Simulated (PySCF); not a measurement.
**How methods differ on the excitation energy of Au⁺**

Au⁺ [Xe] 4f14 5d10 (1S) → Au⁺ [Xe] 4f14 5d9 6p1 (high-spin determinant), as a difference of total energies. Computed with PySCF 2.14 in aug-cc-pVDZ-PP with ECP60MDF, with scalar relativity through the core potential. Correlated levels: valence: 5s2 5p6 frozen. The calculations carry no spin-orbit coupling.

| method | excitation energy (cm⁻¹) |
| --- | --- |
| UHF | 66810 |
| MP2 (valence) | 75342 |
| SCS-MP2 (valence) | 75356 |
| CCSD (valence) | 72979 |
| CCSD(T) (valence) | 72972 |

The determinant of the upper state mixes LS terms, which raises its energy above the lowest term, most at the Hartree-Fock and MP2 levels.
